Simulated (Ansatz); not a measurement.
An input meant for the cluster SbF3 (charge 0, singlet; scaled by 0.92).

```yaml
crystal:
  periodic: [false, false, false]
  atoms:
    - {symbol: Sb, position_ang: [-0.424618, -0.256794, 0.406239]}
    - {symbol: F, position_ang: [-0.732691, -0.062997, -1.318529]}
    - {symbol: F, position_ang: [0.043522, 1.198544, 0.649412]}
    - {symbol: F, position_ang: [1.047739, -0.930228, 0.378656]}
basis:
  gaussian: {orbitals: def2-mTZVP}
magnetization: {spin_polarized: true, initial_magnetization: 0}
hamiltonian: {xc: {name: r2SCANh}}
relax: {f_tol: 0.0001, max_steps: 2}
```

```sh
$ ansatz run in.yaml --threads 4 --pin off --events-out ev --progress --plain --max-ram 3916MiB
```

Output, abridged:

```
Functional definition: r2SCANh
972 factors; integrals over basis functions are off by at most 2.4e-4 eV
mean field evaluation 1: about -14682.1590 eV, gradient 4.4e1 eV
mean field evaluation 2: about -14674.4640 eV, gradient 6.9e1 eV
mean field evaluation 4: about -14687.0926 eV, gradient 2.8e0 eV
mean field evaluation 8: about -14687.1413 eV, gradient 9.1e-2 eV
mean field -14687.14128499 eV, -539.7424869213 hartree, gradient 2.6e-5 eV, S^2 0.000000; 0 other end points of the search recorded, 0 dependent functions left out
reference -14687.14129401 eV, -539.7424872529 hartree; 25, 25 occupied and 68, 68 virtual orbitals, 972 factors
relax step   1: F+E_penalty+E_count = -14687.14128499 eV  Δ(F+E_penalty+E_count) = +0.000e0 eV  max|allowed force component| = 2.352e1 eV/Å  Δτ_max = 0.0000 Å  (28 SCF iters, accepted)
972 factors; integrals over basis functions are off by at most 2.9e-4 eV
mean field evaluation 16: about -14691.0947 eV, gradient 3.8e1 eV
mean field -14692.32437263 eV, -539.9329618790 hartree, gradient 1.5e-5 eV, S^2 0.000000; 0 other end points of the search recorded, 0 dependent functions left out
reference -14692.32438103 eV, -539.9329621878 hartree; 25, 25 occupied and 68, 68 virtual orbitals, 972 factors
relax step   2: F+E_penalty+E_count = -14692.32437263 eV  Δ(F+E_penalty+E_count) = -5.183e0 eV  max|allowed force component| = 3.698e0 eV/Å  Δτ_max = 0.1683 Å  (35 SCF iters, accepted)
Error: geometry relaxation did not converge after 2 steps: max|allowed force component| = 3.70e0 eV/Å (threshold 1.0e-4). Raise `relax.max_steps` over both its present limit and 2, loosen `relax.f_tol`, or start from a geometry closer to equilibrium. Where this run's directory can be resumed (`checkpoint.write`), a resume goes on for up to `relax.max_steps` more
```

In this input the relaxation is allowed too few steps for its threshold. The SCF steps converged, but the relaxation ran out of steps.
